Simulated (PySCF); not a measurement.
RbCl, SMILES [Cl][Rb].

Coordinates come from a B3LYP-D3(BJ)/def2-TZVPD optimisation. The def2 effective core potentials stand for the cores of Rb; spin–orbit coupling is left out.

Level of theory: PySCF with TDDFT-ωB97X/def2-TZVPD.

Vertical excitations; the highest root listed may be one member of a degenerate set. Gas-phase values at a fixed geometry. State labels are in the subgroup C2v.

```json
[
 {"state": "S1", "symmetry": "B1", "energy (eV)": "4.96", "λ (nm)": "250", "f": "0.031", "main pairs": "HOMO−1→LUMO, HOMO−1→LUMO+8, HOMO−1→LUMO+3 (degenerate set)"},
 {"state": "S2", "symmetry": "B2", "energy (eV)": "4.96", "λ (nm)": "250", "f": "0.031", "main pairs": "HOMO→LUMO, HOMO→LUMO+8, HOMO→LUMO+3 (degenerate set)"},
 {"state": "S3", "symmetry": "A1", "energy (eV)": "5.18", "λ (nm)": "239", "f": "0.074", "main pairs": "HOMO−2→LUMO 66 %, HOMO−2→LUMO+8 18 %, HOMO−2→LUMO+3 12 %"},
 {"state": "S4", "symmetry": "A1", "energy (eV)": "6.21", "λ (nm)": "200", "f": "0.000", "main pairs": "HOMO→LUMO+2 32 %, HOMO−1→LUMO+1 32 %, HOMO→LUMO+7 12 %, HOMO−1→LUMO+6 12 %"},
 {"state": "S5", "symmetry": "A2", "energy (eV)": "6.22", "λ (nm)": "199", "f": "0.000", "main pairs": "HOMO−1→LUMO+2 33 %, HOMO→LUMO+1 33 %, HOMO−1→LUMO+7 11 %, HOMO→LUMO+6 11 %"},
 {"state": "S6", "symmetry": "A2", "energy (eV)": "6.25", "λ (nm)": "199", "f": "0.000", "main pairs": "HOMO→LUMO+1 32 %, HOMO−1→LUMO+2 32 %, HOMO→LUMO+6 13 %, HOMO−1→LUMO+7 13 %"},
 {"state": "S7", "symmetry": "A1", "energy (eV)": "6.28", "λ (nm)": "198", "f": "0.008", "main pairs": "HOMO−1→LUMO+1 36 %, HOMO→LUMO+2 36 %, HOMO−1→LUMO+6 9 %, HOMO→LUMO+7 9 %"},
 {"state": "S8", "symmetry": "B2", "energy (eV)": "6.36", "λ (nm)": "195", "f": "0.063", "main pairs": "HOMO→LUMO, HOMO→LUMO+3, HOMO→LUMO+9, HOMO→LUMO+8 (degenerate set)"},
 {"state": "S9", "symmetry": "B1", "energy (eV)": "6.36", "λ (nm)": "195", "f": "0.063", "main pairs": "HOMO−1→LUMO, HOMO−1→LUMO+3, HOMO−1→LUMO+9, HOMO−1→LUMO+8 (degenerate set)"},
 {"state": "S10", "symmetry": "B1", "energy (eV)": "6.40", "λ (nm)": "194", "f": "0.000", "main pairs": "HOMO−2→LUMO+1 62 %, HOMO−2→LUMO+6 18 %"},
 {"state": "T1", "symmetry": "B1", "energy (eV)": "4.95", "λ (nm)": "251", "f": "0", "main pairs": "HOMO−1→LUMO, HOMO−1→LUMO+8, HOMO−1→LUMO+3 (degenerate set)"},
 {"state": "T2", "symmetry": "B2", "energy (eV)": "4.95", "λ (nm)": "251", "f": "0", "main pairs": "HOMO→LUMO, HOMO→LUMO+8, HOMO→LUMO+3 (degenerate set)"},
 {"state": "T3", "symmetry": "A1", "energy (eV)": "4.99", "λ (nm)": "249", "f": "0", "main pairs": "HOMO−2→LUMO 69 %, HOMO−2→LUMO+8 17 %"},
 {"state": "T4", "symmetry": "A1", "energy (eV)": "6.10", "λ (nm)": "203", "f": "0", "main pairs": "HOMO−1→LUMO+1 31 %, HOMO→LUMO+2 31 %, HOMO−1→LUMO+6 12 %, HOMO→LUMO+7 12 %"}
]
```
Triplets are in the Tamm–Dancoff approximation, which puts them higher than full response would, so one can lie above its singlet here.
